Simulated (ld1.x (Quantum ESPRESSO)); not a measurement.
# Before and after: TM potential for Te (Z = 52)

```
Element                 : tellurium (Te)
Generator               : ld1.x (Quantum ESPRESSO) 7.5
Type                    : norm-conserving Troullier–Martins (Kleinman–Bylander form)
Functional              : LDA (PZ)
Relativity              : scalar-relativistic
Frozen core             : [Kr]
Valence charge          : 16
Reference configuration : 4d10 5s2 5p2 (charge +2)
Partial waves           : 5p (bound): rc 1.75 bohr; 4d (bound): rc 1.10 bohr; 4f channel at 0.3 Ry: rc 1.45 bohr; 5s (bound): rc 1.70 bohr
Local potential         : the s channel
Core correction         : none
```

Change: functional PBE.

Cutoffs: the cutoffs (Ry, on a coarse ladder) from which the occupation-weighted sum of valence levels, in a spherical-Bessel basis at the reference potential, stays within 10 and 1 mRy of its value at 400 Ry; they do not see the model core or the augmentation charge, which bear on the density cutoff. Errors are all-electron minus pseudo energies relative to the spin-unpolarised reference configuration.

Question: Predict the effect on cutoff, ghosts and configuration errors.

Answer: The potential gets neither clearly harder nor softer (120 Ry and 200 Ry → 120 Ry and 200 Ry); the number of tests with a reliable result goes from 9 to 7; of the 7 tests that both files solve, the error grows in 1 and shrinks in 1 by more than 15 % and 0.3 meV (median size 10.8 → 13.9 meV); neither file shows a bound ghost.

| quantity | base | changed |
| --- | --- | --- |
| cutoff, loose | 120 Ry | 120 Ry |
| cutoff, tight | 200 Ry | 200 Ry |
| bound ghosts | none | none |
| error for 4d10 5s2 5p4, meV [ΔE -28.09 → -27.65 eV] | +22 | +20 |
| error for 4d10 5s2 5p3, meV [ΔE -18.17 → -17.92 eV] | +9.5 | +9.1 |
| error for 4d10 5s2 5p1, meV [ΔE 27.23 → 26.90 eV] | -0.7 | +0.2 |
| error for 4d10 5s1 5p4, meV [ΔE -8.24 → -8.08 eV] | +5.2 | +5.4 |
| error for 4d10 5s1 5p5, meV [ΔE -18.74 → -18.40 eV] | +14 | +14 |
| error for 4d10 5s2 5p0, meV [ΔE 64.14 → 63.38 eV] | +11 | +21 |
| error for 4d9 5s2 5p5, meV [ΔE 10.06 → 10.60 eV] | -475 | -500 |
| s: phases at 1.90 bohr within 0.05 rad from the reference energy up to (Ry; the scan ends near 5) | 2.9 | 3.0 |
| p: phases at 1.90 bohr within 0.05 rad from the reference energy up to (Ry; the scan ends near 5) | to the end of the scan | to the end of the scan |
| d: phases at 1.90 bohr within 0.05 rad from the reference energy up to (Ry; the scan ends near 5) | -1.5 | -1.4 |
| f: phases at 1.90 bohr within 0.05 rad from the reference energy up to (Ry; the scan ends near 5) | 2.6 | 2.6 |
